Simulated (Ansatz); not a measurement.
Cd₅O₅: single points at one geometry.

```yaml
crystal:
  periodic: [false, false, false]
  atoms:
    - {symbol: Cd, position_ang: [0.303030, 0.698779, 1.375863]}
    - {symbol: Cd, position_ang: [2.443746, -2.014689, -0.463472]}
    - {symbol: Cd, position_ang: [-0.037635, 2.706572, -0.551659]}
    - {symbol: Cd, position_ang: [-0.894323, -2.228938, 1.170113]}
    - {symbol: Cd, position_ang: [2.661073, -0.522657, 2.330817]}
    - {symbol: O, position_ang: [-2.034076, 1.065089, -0.482380]}
    - {symbol: O, position_ang: [0.843721, 0.188739, -0.842450]}
    - {symbol: O, position_ang: [-1.150083, 0.279146, -1.837792]}
    - {symbol: O, position_ang: [-1.795544, 0.335733, 0.546287]}
    - {symbol: O, position_ang: [-0.339909, -0.507764, -1.245328]}
basis:
  gaussian: {orbitals: def2-TZVP, initial_orbitals: start.molden}
hamiltonian: {xc: hse06, dispersion: d4}
scf: {omitted_lower_state_checks: [starts]}
output: {orbitals: {seedname: orbitals}}
```

The file start.molden holds the orbitals of an earlier run on this structure, at another level or in another basis.

```sh
$ ansatz run in.yaml --threads 4 --pin off --events-out ev --progress --plain --max-ram 4787MiB
```

Shortened log:

```
Functional definition: HSE06
2855 factors; their error is unknown
128 factors; integrals over basis functions are off by at most 3.1e-6 eV
the host lacks memory for fits, so the integrals are decomposed
2929 factors; integrals over basis functions are off by at most 7.2e-4 eV
128 factors; integrals over basis functions are off by at most 3.1e-6 eV
mean field evaluation 1: about -33045.1785 eV, gradient 1.5e0 eV
mean field evaluation 2: about -33045.7814 eV, gradient 5.9e-1 eV
mean field evaluation 4: about -33045.7828 eV, gradient 4.1e-3 eV
mean field -33045.78278329 eV, -1214.4101180499 hartree, gradient 3.7e-5 eV, S^2 0.000000; 0 other end points of the search recorded, 0 dependent functions left out
reference -33045.78283381 eV, -1214.4101199063 hartree; 70, 70 occupied and 285, 285 virtual orbitals, 2929 factors
Total energy: -33046.38227480 eV, -1214.4321489565 hartree
Checks for a lower state left out: starts
```

Run time 12 s (4 threads of Intel Xeon 6975P-C on a shared host), peak host memory 2.1 GiB.

The first input with `hamiltonian: {xc: pbe0, dispersion: d4}` (abridged; 16 s):

```
Functional definition: PBE0
mean field -33046.26516068 eV, -1214.4278450919 hartree, gradient 1.5e-5 eV, S^2 0.000000
Total energy: -33046.88992156 eV, -1214.4508046307 hartree
Checks for a lower state left out: starts
```

First input, but with `hamiltonian: {xc: pbe, dispersion: d4}`, `output: {forces: true, orbitals: {seedname: orbitals}}` (abridged; 6 s):

```
Functional definition: PBE
mean field -33050.33642827 eV, -1214.5774614162 hartree, gradient 1.9e-5 eV, S^2 0.000000
Total energy: -33051.04780918 eV, -1214.6036041827 hartree
Atom 0 force     0.294103     0.111128     0.507442 eV/Å
Atom 1 force     0.095140    -0.132044    -0.012995 eV/Å
Atom 2 force     0.067902     0.337388    -0.021902 eV/Å
Atom 3 force     0.021532    -0.216780     0.100350 eV/Å
Atom 4 force     0.085690    -0.025743     0.085763 eV/Å
Atom 5 force    -0.817072     0.978484    -0.159971 eV/Å
Atom 6 force     1.141996     0.446914     0.014582 eV/Å
Atom 7 force    -0.294653     0.060420    -1.243854 eV/Å
Atom 8 force    -0.280036    -0.523815     0.701289 eV/Å
Atom 9 force    -0.314603    -1.035952     0.029295 eV/Å
Dipole moment:     0.526232    -0.018017     0.451669 e Å
Checks for a lower state left out: starts
```

First input, but with `hamiltonian: {xc: r2scan, dispersion: d4}` (abridged; 9.5 s):

```
Functional definition: r2SCAN
mean field -33061.95868110 eV, -1215.0045713299 hartree, gradient 2.6e-5 eV, S^2 0.000000
Total energy: -33062.12611642 eV, -1215.0107244645 hartree
Checks for a lower state left out: starts
```

The first input with `gaussian: {orbitals: def2-SVP, initial_orbitals: start.molden}`, `correlation: {method: mp2}` and without the key `hamiltonian` (abridged; 19 s):

```
Functional definition: HF
mean field -32864.15658666 eV, -1207.7354784342 hartree, gradient 2.2e-6 eV, S^2 0.000000; unrestricted orbitals would lower it
mean field evaluation 16: about -32864.2591 eV, gradient 7.7e0 eV
mean field evaluation 32: about -32865.6913 eV, gradient 2.6e-4 eV
unrestricted determinant -32865.69125962 eV, -1207.7918766254 hartree, S^2 1.4429
5 core orbitals not correlated: weight in the atoms' cores, before any rotation towards them, 1.000 or more for the frozen orbitals, at most 0.000 for the correlated occupied ones
second order -78.34643413 eV of doubles, -0.00000000 eV of singles
Total energy: -32942.50302078 eV, -1210.6146567833 hartree
Checks for a lower state left out: starts
```

Geometry: PBE0-D4/def2-SVP.

In the def2 sets Cd takes a core potential; there is no spin–orbit coupling. HSE06 is defined as in plane-wave codes, on full-range PBE exchange. Correlated methods freeze 5 core orbitals; core or outer-core shells of Cd are correlated, in sets that lack core-valence functions. The structure holds 3 bonds between oxygen atoms, so isomers without such links may lie far lower. The restricted singlet is unstable towards broken spin symmetry in Hartree–Fock (as tested in another run); at HSE06-D4/def2-TZVP, PBE0-D4/def2-TZVP, PBE-D4/def2-TZVP, r2SCAN-D4/def2-TZVP this wasn't settled. At MP2/def2-SVP the restricted singlet (for correlated methods, its reference) is unstable: a solution with broken spin symmetry lies lower. Another isomer (singlet) lies 3.22 eV lower at PBE0-D4/def2-TZVP; other spin states weren't run for this one.
